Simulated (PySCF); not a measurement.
**Radial density of Nd⁺ (neodymium, charge +1)**

r2SCAN, [Xe] 4f4 6s1, one real determinant. Computed with PySCF 2.14 in x2c-TZVPPall, with scalar relativity by spin-free X2C-1e.

| r (bohr) | 4πr²ρ (e/bohr) | 4πr²(ρα − ρβ) |
| --- | --- | --- |
| 0.0271 | 70.45 | 0.0026 |
| 0.0457 | 81.51 | 0.0079 |
| 0.0768 | 104.0 | 0.0038 |
| 0.129 | 76.99 | 0.0195 |
| 0.217 | 90.18 | 0.4018 |
| 0.365 | 37.43 | 1.9449 |
| 0.615 | 40.14 | 3.7603 |
| 1.03 | 13.90 | 2.8696 |
| 1.74 | 6.419 | 0.8422 |
| 2.93 | 1.027 | 0.3428 |
| 4.92 | 0.2111 | 0.2074 |
| 8.28 | 0.006016 | 0.0060 |

Densities and radii are taken from the X2C orbitals without a picture-change correction, which distorts them close to the nucleus.

⟨L²⟩ = 34.06 against 42 for a pure I term, so this real determinant mixes terms. Spin-orbit coupling, absent here, splits the open shell strongly.
